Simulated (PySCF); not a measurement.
CrO₂Cl₂, singlet: molecular constants

Computed with B3LYP in PySCF with Cr def2-SVP, O def2-SVP, Cl def2-SVP; no relativity; density-fitted integrals.

The structure is a minimum.

```
Point group                                                                   : C2v
Bond lengths                                                                  : Cr–Cl 2.129 Å (×2), Cr–O 1.539 Å (×2)
Bond angles                                                                   : Cl–Cr–Cl 111.5°, Cl–Cr–O 109.1° (×4), O–Cr–O 108.9°
Zero-point energy                                                             : 27.2 kJ/mol
Enthalpy at 298.15 K above 0 K                                                : 17.63 kJ/mol
Principal polarisabilities                                                    : 40.6, 51.0, 69.3 bohr³
Dipole moment                                                                 : 0.67 D
Principal quadrupole moments (Buckingham, traceless) about the centre of mass : -1.54, -0.48, 2.01 D Å
Rotational constants                                                          : 0.1077, 0.06318, 0.0522 cm⁻¹
Lowest empty level                                                            : -5.32 eV
Highest occupied level                                                        : -9.35 eV
Atomisation energy without zero-point energy                                  : 1531 kJ/mol
Heat capacity Cp at 298.15 K                                                  : 82.4 J/(mol K)
Entropy at 298.15 K and 1 bar                                                 : 326.3 J/(mol K)
Rotational symmetry number                                                    : 2
```

Harmonic modes (masses in u: Cr 51.941, O 15.995, Cl 34.969):
```csv
symmetry,ω (cm⁻¹),IR (km/mol)
a1,143,0.0
b2,230,0.8
a2,248,0.0
b1,286,0.1
a1,372,6.0
a1,486,9.9
b1,499,98.8
a1,1137,89.1
b2,1140,130
```

In C2v the vibrations span 4a1 + 2b2 + a2 + 2b1. The a2 mode carries no infrared intensity, as symmetry demands.

Charges (e):
```
 atom  Mulliken  Löwdin  polar tensor  Mayer order to Cr1
  Cr1      0.65   -0.27          1.59                   –
 O2,3     -0.26    0.00         -0.45                2.00
Cl4,5     -0.06    0.14         -0.34                1.23
```

Mulliken populations on Cr1: s 6.19, p 12.73, d 4.41, f 0.02.

Formally Cr is in oxidation state +6, d0. The polar-tensor charge on Cr, 1.59, is far below the formal one.

Stability towards spin polarisation was not tested. This need not be the most stable arrangement of these atoms.

The final relaxation and frequency run took 70 s on 2 threads of a shared Arm Neoverse V1 host, with 95 basis functions and 14 gradients; the process peaked at 1.3 GiB. Launch command: `OMP_NUM_THREADS=2 python axn.py task.json out`.
